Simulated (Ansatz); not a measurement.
C2H4FNOSi can be A, `FC1([SiH3])N=CO1`, or B, `CO[SiH](F)C#N`.

Isolated molecules relaxed with PBE0-D4/def2-TZVP in Ansatz; ΔE leaves out vibrations. CBS: MP2 limit from def2 TZ/QZ plus the TZ coupled-cluster correction, frozen cores. DFT in def2-TZVPP. B3LYP here is the variant with VWN-RPA as its local correlation; programs differ in this. Each species was taken in one conformer, which may not be the lowest.

Task: Which is lower in electronic energy at CCSD(T)/CBS, and by how much? (An estimate is asked.)

Result: Ansatz gave: B, by 113.2 kcal/mol.

Task: Give E(B) − E(A) in kcal/mol with PBE-D4, MP2/def2-TZVPP, PBE0-D4, CCSD/def2-TZVPP, B3LYP-D4, B2PLYP, CCSD(T)/def2-TZVPP. (Best estimate.)

Result: The calculation gave: PBE-D4 -96.5, MP2/def2-TZVPP -116.7, PBE0-D4 -100.4, CCSD/def2-TZVPP -114.8, B3LYP-D4 -110.3, B2PLYP -114.1, CCSD(T)/def2-TZVPP -112.3. None reverses the order clearly.

Largest T1 diagnostic: 0.015.

In def2-TZVPP, CCSD(T) changes the Hartree–Fock value by +10.3 kcal/mol (the triples alone add +2.5 kcal/mol) and MP2 by +5.9 kcal/mol. From PBE to PBE0 (25 % exact exchange), in def2-TZVPP and without D4, E(B) − E(A) moves by −3.8 kcal/mol.
